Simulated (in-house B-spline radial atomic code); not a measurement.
Inner levels of gallium as electrons are removed. A shift is the extra binding of the orbital against the neutral atom ([Ar] 3d10 4s2 4p1/2(1)). The density at the nucleus is averaged over the nuclear charge. Computed with a radial B-spline atomic code at the basis-set limit: Dirac-Hartree-Fock, jj configuration that fills j = l - 1/2 first, finite nuclei.

A number in brackets counts the electrons of a j subshell.

| ion | configuration | shift of 2p1/2 (eV) | shift of 1s1/2 (eV) | shift of 2p3/2 (eV) | radius of 2p1/2 (bohr) | radius of 1s1/2 (bohr) | radius of 2p3/2 (bohr) | Σ<r²> (bohr²) | change of density at nucleus (bohr⁻³) |
| --- | --- | --- | --- | --- | --- | --- | --- | --- | --- |
| Ga7+ | [Ar] 3d3/2(4) 3d5/2(2) | 159.06 | 155.01 | 156.41 | 0.18829 | 0.048581 | 0.1913 | 7.1836 | 10.387 |
| Ga8+ | [Ar] 3d3/2(4) 3d5/2(1) | 197.51 | 192.14 | 193.95 | 0.18827 | 0.048583 | 0.19113 | 6.3592 | 22.21 |
| Ga9+ | [Ar] 3d3/2(4) | 238.58 | 231.86 | 233.98 | 0.18822 | 0.048585 | 0.19094 | 5.6354 | 35.486 |
| Ga10+ | [Ar] 3d3/2(3) | 281.08 | 274.4 | 277.41 | 0.18794 | 0.048587 | 0.1908 | 4.9982 | 50.426 |
| Ga11+ | [Ar] 3d3/2(2) | 325.9 | 319.44 | 323.3 | 0.18762 | 0.048589 | 0.19063 | 4.4283 | 66.785 |
| Ga12+ | [Ar] 3d3/2(1) | 372.99 | 366.98 | 371.6 | 0.18726 | 0.048591 | 0.19043 | 3.9155 | 84.552 |
| Ga13+ | [Ne] 3s2 3p6 | ? | ? | ? | ? | ? | ? | ? | ? |
| Ga14+ | [Ne] 3s2 3p1/2(2) 3p3/2(3) | 472.8 | 471.68 | 471.59 | 0.1865 | 0.048588 | 0.19021 | 2.9855 | 127.88 |
| Ga15+ | [Ne] 3s2 3p1/2(2) 3p3/2(2) | ? | ? | ? | ? | ? | ? | ? | ? |
| Ga16+ | [Ne] 3s2 3p1/2(2) 3p3/2(1) | ? | ? | ? | ? | ? | ? | ? | ? |
| Ga17+ | [Ne] 3s2 3p1/2(2) | 633.25 | 647.04 | 628.15 | 0.18528 | 0.048566 | 0.18923 | 1.7431 | 207.21 |
| Ga18+ | [Ne] 3s2 3p1/2(1) | 687.67 | 709.88 | 684.7 | 0.18532 | 0.048557 | 0.18877 | 1.3788 | 234.2 |
| Ga19+ | [Ne] 3s2 | 743.49 | 774.67 | 742.76 | 0.18502 | 0.048547 | 0.18828 | 1.035 | 262.25 |
| Ga20+ | [Ne] 3s1 | 800.29 | 837.29 | 799.43 | 0.18464 | 0.048544 | 0.18788 | 0.69324 | -2.3437 |
| Ga21+ | [He] 2s2 2p6 | 858.24 | 901.39 | 857.26 | 0.18424 | 0.048541 | 0.18746 | 0.36663 | -282.63 |

Problem. Fill in the row of Ga13+.

Solution. shift of 2p1/2 (eV): 422.31; shift of 1s1/2 (eV): 416.97; shift of 2p3/2 (eV): 422.27; radius of 2p1/2 (bohr): 0.18685; radius of 1s1/2 (bohr): 0.048594; radius of 2p3/2 (bohr): 0.19019; Σ<r²> (bohr²): 3.4517; change of density at nucleus (bohr⁻³): 103.73.

Problem. Fill in the row of Ga15+.

Solution. shift of 2p1/2 (eV): 524.8; shift of 1s1/2 (eV): 528.27; shift of 2p3/2 (eV): 522.35; radius of 2p1/2 (bohr): 0.18612; radius of 1s1/2 (bohr): 0.048581; radius of 2p3/2 (bohr): 0.18991; Σ<r²> (bohr²): 2.5468; change of density at nucleus (bohr⁻³): 153.18.

Problem. Fill in the row of Ga16+.

Solution. shift of 2p1/2 (eV): 578.28; shift of 1s1/2 (eV): 586.73; shift of 2p3/2 (eV): 574.54; radius of 2p1/2 (bohr): 0.18571; radius of 1s1/2 (bohr): 0.048574; radius of 2p3/2 (bohr): 0.18958; Σ<r²> (bohr²): 2.1333; change of density at nucleus (bohr⁻³): 179.62.
